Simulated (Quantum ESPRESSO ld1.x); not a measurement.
The numbers below are computed, except where a source is named.
Problem. The table gives one normalised radial function P(r) = r R(r) of He in 1s1 5f1 (r in bohr). Level of theory: scalar-relativistic Kohn-Sham, relativistic LDA (MacDonald-Vosko exchange, VWN5 correlation), spin-unpolarised, spherical densities, point nucleus (ld1.x of Quantum ESPRESSO 7.5).

r,P
0.08101,0.0000
0.1197,0.0000
0.1767,0.0000
0.261,0.0000
0.3855,0.0000
0.5694,0.0000
0.841,0.0001
1.242,0.0004
1.853,0.0016
2.737,0.0059
4.042,0.0194
5.971,0.0567
8.819,0.1251
13.02,0.1516
19.24,0.0171
28.41,-0.2017
41.97,-0.1428
61.98,-0.0081
91.55,-0.0001

Which n and l does it have? It may be an empty orbital.

Solution. n = 5, l = 3: the number of nodes gives n - l - 1 = 1, the rise at small r (about r^(l+1)) gives l, and the extent must fit the shell. The curve is that of 5f. 5f: eigenvalue -0.369 eV, 1 radial node at r = 19.9 bohr, <r> = 30.1 bohr, 90 % of the charge inside 41.2 bohr.
